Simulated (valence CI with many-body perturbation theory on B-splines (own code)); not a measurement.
## Level structure of Cd³⁵⁺

Computed by relativistic CI+MBPT: three valence electrons over a frozen Dirac-Fock core [Ne], a basis of 9 s, 9 p, 8 d, 6 f, 3 g, 1 h functions for each j, with the one-electron correlation potential Σ1 (screened to all orders), the two-electron term Σ2, the three-electron term Σ3, Breit, model QED; selected single and double excitations, second order for the rest, scaled by the run's own slope (own B-spline code, finite nucleus).

The last digits are not significant, and no measured levels were compared; by estimate large intervals hold to a few tenths of a per cent, small ones and those within an open d or f shell to about a per cent.

Levels 1 to 33 of 33, with energies above the lowest level, (3s^2 3p1/2) J=1/2. "Leading %" is the weight of the configuration and term that name the level; weights of strongly mixed levels are sums over their largest components and can fall short. In the jj column 3d3/2^4 stands for four electrons in 3d with j = 3/2.

| No. | Configuration | Term | J | E (cm⁻¹) | Leading % | Second component | g | Leading jj |
| --- | --- | --- | --- | --- | --- | --- | --- | --- |
| 1 | 3s2.3p | 2P° | 1/2 | 0 | 99 |  | 0.659 | 3s^2 3p1/2 (99 %) |
| 2 | 3s2.3p | 2P° | 3/2 | 383440 | 98 |  | 1.329 | 3s^2 3p3/2 (98 %) |
| 3 | 3s.3p2 | 4P | 1/2 | 675740 | 74 | 20 % 3s.3p2 2S | 2.402 | 3s 3p1/2^2 (90 %) |
| 4 | 3s.3p2 | 4P | 3/2 | 951050 | 94 |  | 1.686 | 3s 3p1/2 3p3/2 (98 %) |
| 5 | 3s.3p2 | 4P | 5/2 | 1024400 | 53 | 44 % 3s.3p2 2D | 1.407 | 3s 3p1/2 3p3/2 (92 %) |
| 6 | 3s.3p2 | 2D | 3/2 | 1132600 | 68 | 16 % 3s.3p2 2P | 0.902 | 3s 3p1/2 3p3/2 (81 %) |
| 7 | 3s.3p2 | 2P | 1/2 | 1201900 | 71 | 17 % 3s.3p2 4P | 1.151 | 3s 3p1/2 3p3/2 (86 %) |
| 8 | 3s.3p2 | 4P | 5/2 | 1357700 | 42 | 35 % 3s.3p2 2D | 1.364 | 3s 3p3/2^2 (76 %) |
| 9 | 3s2.3d | 2D | 3/2 | 1452300 | 78 | 17 % 3s.3p2 2P | 0.890 | 3s^2 3d3/2 (78 %) |
| 10 | 3s2.3d | 2D | 5/2 | 1571200 | 73 | 20 % 3s.3p2 2D | 1.215 | 3s^2 3d5/2 (73 %) |
| 11 | 3s.3p2 | 2S | 1/2 | 1588300 | 69 | 21 % 3s.3p2 2P | 1.769 | 3s 3p3/2^2 (94 %) |
| 12 | 3s.3p2 | 2P | 3/2 | 1628400 | 64 | 24 % 3s.3p2 2D | 1.171 | 3s 3p3/2^2 (87 %) |
| 13 | 3p3 | 2P° | 3/2 | 1839200 | 33 | 27 % 3p3 2D° | 1.244 | 3p1/2^2 3p3/2 (80 %) |
| 14 | 3s.3p.3d | 4F° | 3/2 | 1946900 | 82 | 10 % 3s.3p.3d 2D° | 0.519 | 3s 3p1/2 3d3/2 (91 %) |
| 15 | 3s.3p.3d | 4F° | 5/2 | 1988000 | 56 | 20 % 3s.3p.3d 2D° | 1.070 | 3s 3p1/2 3d3/2 (83 %) |
| 16 | 3s.3p.3d | 2D° | 5/2 | 2082400 | 21 | 20 % 3s.3p.3d 4P° | 1.245 | 3s 3p1/2 3d5/2 (76 %) |
| 17 | 3s.3p.3d | 4D° | 1/2 | 2111600 | 75 | 17 % 3s.3p.3d 2P° | 0.315 | 3s 3p1/2 3d3/2 (90 %) |
| 18 | 3s.3p.3d | 4D° | 3/2 | 2112900 | 51 | 28 % 3s.3p.3d 4P° | 1.340 | 3s 3p1/2 3d3/2 (70 %) |
| 19 | 3p3 | 4S° | 3/2 | 2120400 | 47 | 24 % 3s.3p.3d 2D° | 1.391 | 3p1/2 3p3/2^2 (60 %) |
| 20 | 3s.3p.3d | 4F° | 7/2 | 2122900 | 68 | 20 % 3s.3p.3d 4D° | 1.259 | 3s 3p1/2 3d5/2 (84 %) |
| 21 | 3s.3p.3d | 4P° | 5/2 | 2154000 | 33 | 24 % 3p3 2D° | 1.320 | 3s 3p1/2 3d5/2 (69 %) |
| 22 | 3s.3p.3d | 2F° | 5/2 | 2280400 | 66 | 32 % 3p3 2D° | 0.971 | 3s 3p1/2 3d5/2 (39 %) |
| 23 | 3p3 | 2P° | 1/2 | 2291400 | 83 | 15 % 3s.3p.3d 2P° | 0.661 | 3p1/2 3p3/2^2 (83 %) |
| 24 | 3p3 | 2D° | 3/2 | 2339000 | 29 | 29 % 3s.3p.3d 2D° | 1.041 | 3p1/2 3p3/2^2 (34 %) |
| 25 | 3s.3p.3d | 4F° | 9/2 | 2392800 | 100 |  | 1.329 | 3s 3p3/2 3d5/2 (100 %) |
| 26 | 3s.3p.3d | 4D° | 5/2 | 2407200 | 58 | 13 % 3s.3p.3d 4F° | 1.307 | 3s 3p3/2 3d3/2 (83 %) |
| 27 | 3s.3p.3d | 4P° | 3/2 | 2408100 | 45 | 38 % 3s.3p.3d 4D° | 1.416 | 3s 3p3/2 3d3/2 (94 %) |
| 28 | 3s.3p.3d | 4P° | 1/2 | 2412000 | 89 | 10 % 3s.3p.3d 4D° | 2.375 | 3s 3p3/2 3d3/2 (97 %) |
| 29 | 3s.3p.3d | 4D° | 7/2 | 2415900 | 64 | 27 % 3s.3p.3d 4F° | 1.348 | 3s 3p3/2 3d3/2 (54 %) |
| 30 | 3s.3p.3d | 2P° | 3/2 | 2486100 | 28 | 20 % 3s.3p.3d 4P° | 1.284 | 3s 3p3/2 3d5/2 (72 %) |
| 31 | 3s.3p.3d | 2D° | 5/2 | 2510200 | 48 | 33 % 3s.3p.3d 4P° | 1.315 | 3s 3p3/2 3d5/2 (92 %) |
| 32 | 3s.3p.3d | 2D° | 3/2 | 2559600 | 60 | 18 % 3p3 2P° | 1.027 | 3s 3p3/2 3d3/2 (63 %) |
| 33 | 3s.3p.3d | 2F° | 7/2 | 2586100 | 95 |  | 1.150 | 3s 3p3/2 3d5/2 (70 %) |

Where two levels of one J and parity lie close, their mixing, g and order are uncertain.

The ionisation energy to 3s2 1S_0 of the next ion comes out as 2272.6 eV (NIST: 2250 ± 10 eV (semi-empirical), further off than twice its uncertainty). All 33 levels together are meant to be complete up to 2610600 cm⁻¹.
